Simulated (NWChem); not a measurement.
System: CH3Cl3Si; SMILES C[Si](Cl)(Cl)Cl

Excerpt of the output:

```
             Northwest Computational Chemistry Package (NWChem) 7.3.0
             --------------------------------------------------------

 C3  symmetry detected

                             Geometry "geometry" -> ""
                             -------------------------

 Output coordinates in angstroms (scale by  1.889725989 to convert to a.u.)

  No.       Tag          Charge          X              Y              Z
 ---- ---------------- ---------- -------------- -------------- --------------
    1 C                    6.0000    -0.00000000     0.00000000    -2.11777058
    2 Si                  14.0000    -0.00000000     0.00000000    -0.25660958
    3 Cl                  17.0000    -0.37605143     1.89766869     0.46640842
    4 Cl                  17.0000    -1.45540358    -1.27450443     0.46640842
    5 Cl                  17.0000     1.83145501    -0.62316426     0.46640842
    6 H                    1.0000     0.77332244     0.67668345    -2.49589058
    7 H                    1.0000     0.19936384    -1.00805860    -2.49589058
    8 H                    1.0000    -0.97268628     0.33137515    -2.49589058

 Effective nuclear repulsion energy (a.u.)     434.8266036967

      Symmetry information
      --------------------

 Group name             C3
 Group number              5
 Group order               3
 No. of unique centers     4

                                 NWChem DFT Module
                                 -----------------

 Summary of "ao basis" -> "ao basis" (spherical)
 ------------------------------------------------------------------------------
       Tag                 Description            Shells   Functions and Types
 ---------------- ------------------------------  ------  ---------------------
 C                          pcseg-2                 10       30   4s3p2d1f
 Si                         pcseg-2                 12       34   5s4p2d1f
 Cl                         pcseg-2                 12       34   5s4p2d1f
 H                          pcseg-2                  6       14   3s2p1d

      Symmetry analysis of basis
      --------------------------

        a          74
        e+         67
        e-         67

  Rotation of axis

            General Information
            -------------------
          SCF calculation type: DFT
          Wavefunction type:  closed shell.
          No. of atoms     :     8
          No. of electrons :    74
           Alpha electrons :    37
            Beta electrons :    37
          Charge           :     0
          Spin multiplicity:     1
          Use of symmetry is: on ; symmetry adaption is: on
          Maximum number of iterations: 150
          AO basis - number of functions:   208
                     number of shells:    76
          Convergence on energy requested:  1.00D-06
          Convergence on density requested:  1.00D-05
          Convergence on gradient requested:  5.00D-04

              XC Information
              --------------
                  TPSS metaGGA Exchange Functional  1.000
             TPSS03 metaGGA Correlation Functional  1.000

             Grid Information
             ----------------
          Grid used for XC integration:  medium
          Radial quadrature: Mura-Knowles
          Angular quadrature: Lebedev.
          Tag              B.-S. Rad. Rad. Pts. Rad. Cut. Ang. Pts.
          ---              ---------- --------- --------- ---------
          C                   0.70       49          10.0       434
          Si                  1.10       88          10.0       590
          Cl                  1.00       88          12.0       590
          H                   0.35       45          11.0       434
          Grid pruning is: on
          Number of quadrature shells:   270
          Spatial weights used:  Erf1

      Superposition of Atomic Density Guess
      -------------------------------------

 Sum of atomic energies:       -1706.43991817

      Non-variational initial energy
      ------------------------------

 Total energy =   -1708.116440
 1-e energy   =   -3225.278146
 2-e energy   =    1082.335102
 HOMO         =      -0.394337
 LUMO         =       0.032010

      Symmetry analysis of molecular orbitals - initial
      -------------------------------------------------

  Numbering of irreducible representations:

     1 a           2 e+          3 e-

  Orbital symmetries:

     1 a           2 e+          3 e+          4 a           5 a
     6 a           7 e+          8 e+          9 a          10 e+
    11 e+         12 a          13 e+         14 e+         15 e+
    16 e+         17 a          18 a          19 a          20 e+
    21 e+         22 a          23 a          24 e+         25 e+
    26 a          27 e+         28 e+         29 a          30 e+
    31 e+         32 e+         33 e+         34 e+         35 e+
    36 a          37 a          38 a          39 a          40 e+
    41 e+         42 e+         43 e+         44 a          45 a
    46 a          47 e+

------------------------------------------------------------
EAF file 0: "./job.aoints.0" size=228065280 bytes
------------------------------------------------------------
               write      read    awrite     aread      wait
               -----      ----    ------     -----      ----
     calls:      435         0         0         0         0
   data(b): 2.28e+08  0.00e+00  0.00e+00  0.00e+00
   time(s): 0.00e+00  0.00e+00  0.00e+00  0.00e+00  0.00e+00
rate(mb/s): 0.00e+00  0.00e+00
------------------------------------------------------------

     ---------------------------------------------
      Total Density - Mulliken Population Analysis
     ---------------------------------------------

    Atom       Charge   Shell Charges
 -----------   ------   -------------------------------------------------------
    1 C    6     6.49   2.00  0.57  0.49  0.16  1.36  1.54  0.37  0.00  0.01 -0.00
    2 Si  14    12.62   2.00  0.47  1.52  0.70  0.31  5.91  0.39  0.97  0.08  0.01  0.24  0.02
    3 Cl  17    17.40   2.01  0.38  1.60  1.04  0.92  5.92  1.03  3.15  1.35  0.00  0.01  0.00
    4 Cl  17    17.40   2.01  0.38  1.60  1.04  0.92  5.92  1.03  3.15  1.35  0.00  0.01  0.00
    5 Cl  17    17.40   2.01  0.38  1.60  1.04  0.92  5.92  1.03  3.15  1.35  0.00  0.01  0.00
    6 H    1     0.89   0.38  0.43  0.04  0.01  0.04  0.00
    7 H    1     0.89   0.38  0.43  0.04  0.01  0.04  0.00
    8 H    1     0.89   0.38  0.43  0.04  0.01  0.04  0.00

   convergence    iter        energy       DeltaE   RMS-Dens  Diis-err
 ---------------- ----- ----------------- --------- --------- ---------
 d= 0,ls=0.0,diis     1  -1710.2838233219 -2.15D+03  5.94D-03  1.39D+00
 d= 0,ls=0.0,diis     2  -1710.1950651504  8.88D-02  5.23D-03  1.30D+00
 d= 0,ls=0.0,diis     3  -1710.3234418013 -1.28D-01  1.74D-03  3.07D-01
 d= 0,ls=0.0,diis     4  -1710.3639972106 -4.06D-02  2.46D-04  3.83D-03
 d= 0,ls=0.0,diis     5  -1710.3643461179 -3.49D-04  9.60D-05  1.00D-03
  Resetting Diis
 d= 0,ls=0.0,diis     6  -1710.3644778101 -1.32D-04  1.53D-05  2.04D-05
 d= 0,ls=0.0,diis     7  -1710.3644804696 -2.66D-06  6.40D-06  7.60D-07
 d= 0,ls=0.0,diis     8  -1710.3644804183  5.13D-08  3.82D-06  1.12D-06

         Total DFT energy =    -1710.364480418339
      One electron energy =    -3227.907093549598
           Coulomb energy =     1195.152484167681
    Exchange-Corr. energy =     -112.436474733131
 Nuclear repulsion energy =      434.826603696708

 Numeric. integr. density =       73.999997674219

                  Occupations of the irreducible representations
                  ----------------------------------------------

                     irrep           alpha         beta
                     --------     --------     --------
                     a                15.0         15.0
                     e+               22.0         22.0
                     e-                0.0          0.0

                       DFT Final Molecular Orbital Analysis
                       ------------------------------------

 Vector   35  Occ=2.000000D+00  E=-3.035552D-01  Symmetry=e+
              MO Center= -6.4D-01, -1.6D-01,  3.7D-01, r^2= 4.5D+00
   Bfn.  Coefficient  Atom+Function         Bfn.  Coefficient  Atom+Function
  ----- ------------  ---------------      ----- ------------  ---------------
   112      0.356502  4 Cl pz                78     -0.252871  3 Cl pz
   115      0.205145  4 Cl pz                77      0.191215  3 Cl py
   111      0.188775  4 Cl py               106     -0.170897  4 Cl pz
   109      0.160660  4 Cl pz               110      0.152187  4 Cl px
    81     -0.145511  3 Cl pz               145      0.139024  5 Cl py

 Vector   36  Occ=2.000000D+00  E=-3.014142D-01  Symmetry=a
              MO Center= -2.6D-13,  1.9D-13, -2.9D-01, r^2= 4.9D+00
   Bfn.  Coefficient  Atom+Function         Bfn.  Coefficient  Atom+Function
  ----- ------------  ---------------      ----- ------------  ---------------
    78      0.273624  3 Cl pz               112      0.273624  4 Cl pz
   146      0.273624  5 Cl pz                 7      0.227892  1 C  pz
    10      0.219751  1 C  pz                81      0.154128  3 Cl pz
   115      0.154128  4 Cl pz               149      0.154128  5 Cl pz
    72     -0.130620  3 Cl pz               106     -0.130620  4 Cl pz

 Vector   37  Occ=2.000000D+00  E=-2.931010D-01  Symmetry=a
              MO Center=  3.2D-14,  8.7D-14,  4.5D-01, r^2= 4.9D+00
   Bfn.  Coefficient  Atom+Function         Bfn.  Coefficient  Atom+Function
  ----- ------------  ---------------      ----- ------------  ---------------
    76      0.340205  3 Cl px               145     -0.328334  5 Cl py
   111      0.260919  4 Cl py               110     -0.228486  4 Cl px
    79      0.196955  3 Cl px               148     -0.190082  5 Cl py
    70     -0.162036  3 Cl px               139      0.156382  5 Cl py
    73      0.152756  3 Cl px               114      0.151054  4 Cl py

 Vector   38  Occ=0.000000D+00  E=-3.677990D-02  Symmetry=a
              MO Center=  7.0D-15, -2.3D-15,  1.9D-01, r^2= 5.0D+00
   Bfn.  Coefficient  Atom+Function         Bfn.  Coefficient  Atom+Function
  ----- ------------  ---------------      ----- ------------  ---------------
    35      1.444659  2 Si s                 34      0.579362  2 Si s
     4     -0.569039  1 C  s                 44      0.400164  2 Si pz
    80      0.380584  3 Cl py                69     -0.368740  3 Cl s
   103     -0.368740  4 Cl s                137     -0.368740  5 Cl s
   147      0.367304  5 Cl px                33     -0.343074  2 Si s

 Vector   39  Occ=0.000000D+00  E=-6.930050D-04  Symmetry=e+
              MO Center= -1.2D-02, -1.3D-02, -3.0D-01, r^2= 4.6D+00
   Bfn.  Coefficient  Atom+Function         Bfn.  Coefficient  Atom+Function
  ----- ------------  ---------------      ----- ------------  ---------------
    43      0.648824  2 Si py                46      0.536903  2 Si py
    69     -0.505646  3 Cl s                 42     -0.502459  2 Si px
   137      0.471590  5 Cl s                 45     -0.415730  2 Si px
   183      0.369164  7 H  s                197     -0.344872  8 H  s
    80      0.290169  3 Cl py               147     -0.284915  5 Cl px

 Vector   40  Occ=0.000000D+00  E=-6.930050D-04  Symmetry=e+
              MO Center=  1.2D-02,  1.3D-02, -3.0D-01, r^2= 4.6D+00
   Bfn.  Coefficient  Atom+Function         Bfn.  Coefficient  Atom+Function
  ----- ------------  ---------------      ----- ------------  ---------------
    42      0.648824  2 Si px               103      0.564207  4 Cl s
    45      0.536903  2 Si px                43      0.502459  2 Si py
    46      0.415730  2 Si py               169     -0.412249  6 H  s
   137     -0.311597  5 Cl s                 69     -0.252611  3 Cl s
   148     -0.243013  5 Cl py                79     -0.236096  3 Cl px

------------------------------------------------------------
EAF file 0: "./job.aoints.0" size=380108800 bytes
------------------------------------------------------------
               write      read    awrite     aread      wait
               -----      ----    ------     -----      ----
     calls:      725         7         0      5068      5068
   data(b): 3.80e+08  3.67e+06  0.00e+00  2.66e+09
   time(s): 0.00e+00  0.00e+00  0.00e+00  0.00e+00  0.00e+00
rate(mb/s): 0.00e+00  0.00e+00
------------------------------------------------------------

     ---------------------------------------------
      Total Density - Mulliken Population Analysis
     ---------------------------------------------

    Atom       Charge   Shell Charges
 -----------   ------   -------------------------------------------------------
    1 C    6     6.28   2.00  0.52  0.50  0.10  1.40  1.44  0.30  0.01  0.02  0.00
    2 Si  14    13.21   2.00  0.46  1.52  0.83  0.23  5.90  0.55  1.25  0.04  0.01  0.36  0.03
    3 Cl  17    17.25   2.01  0.36  1.60  1.07  0.92  5.91  1.07  3.00  1.28  0.00  0.02  0.00
    4 Cl  17    17.25   2.01  0.36  1.60  1.07  0.92  5.91  1.07  3.00  1.28  0.00  0.02  0.00
    5 Cl  17    17.25   2.01  0.36  1.60  1.07  0.92  5.91  1.07  3.00  1.28  0.00  0.02  0.00
    6 H    1     0.92   0.43  0.42  0.03  0.01  0.04  0.00
    7 H    1     0.92   0.43  0.42  0.03  0.01  0.04  0.00
    8 H    1     0.92   0.43  0.42  0.03  0.01  0.04  0.00

     -------------------------------------------
      Total Density - Lowdin Population Analysis
     -------------------------------------------

    Atom       Charge   Shell Charges
 -----------   ------   -------------------------------------------------------
    1 C    6     6.27   1.97  0.34  0.34  0.18  1.19  1.51  0.60  0.01  0.12  0.01
    2 Si  14    13.63   1.99  0.79  1.14  0.54  0.31  5.70  0.77  1.16  0.57  0.01  0.55  0.10
    3 Cl  17    17.04   1.95  0.83  1.17  0.93  0.86  5.72  1.39  2.65  1.50  0.00  0.03  0.00
    4 Cl  17    17.04   1.95  0.83  1.17  0.93  0.86  5.72  1.39  2.65  1.50  0.00  0.03  0.00
    5 Cl  17    17.04   1.95  0.83  1.17  0.93  0.86  5.72  1.39  2.65  1.50  0.00  0.03  0.00
    6 H    1     1.00   0.37  0.36  0.11  0.01  0.12  0.02
    7 H    1     1.00   0.37  0.36  0.11  0.01  0.12  0.02
    8 H    1     1.00   0.37  0.36  0.11  0.01  0.12  0.02

     Multipole analysis of the density
     ---------------------------------

     L   x y z        total         alpha         beta         nuclear
     -   - - -        -----         -----         ----         -------
     0   0 0 0     -0.000000    -37.000000    -37.000000     74.000000

     1   1 0 0     -0.000000     -0.000000     -0.000000     -0.000000
     1   0 1 0     -0.000000     -0.000000     -0.000000     -0.000000
     1   0 0 1     -0.842794     -0.421397     -0.421397      0.000000

     2   2 0 0    -44.068720   -195.265263   -195.265263    346.461806
     2   1 1 0      0.000000      0.000000      0.000000      0.000000
     2   1 0 1      0.000000      0.000000      0.000000     -0.000000
     2   0 2 0    -44.068720   -195.265263   -195.265263    346.461806
     2   0 1 1      0.000000      0.000000      0.000000      0.000000
     2   0 0 2    -40.652758   -123.198705   -123.198705    205.744652
```

Level: TPSS/pcseg-2. The geometry was optimised at B3LYP/6-31G* (spherical d).

Reconstruct the input file.

This is not unique; one that fits is the input that was run:
```
start job
memory heap 200 mb stack 900 mb global 1100 mb
geometry units angstroms noautoz
  C      0.000000     0.000000    -2.128085
  Si     0.000000     0.000000    -0.266924
  Cl    -0.782184     1.769392     0.456094
  Cl    -1.141246    -1.562088     0.456094
  Cl     1.923431    -0.207305     0.456094
  H      0.606510     0.829502    -2.506205
  H      0.415115    -0.940004    -2.506205
  H     -1.021625     0.110502    -2.506205
end
basis spherical
  * library pcseg-2
end
dft
  xc xtpss03 ctpss03
  iterations 150
  semidirect filesize 400000000
  mulliken
end
task dft energy
```
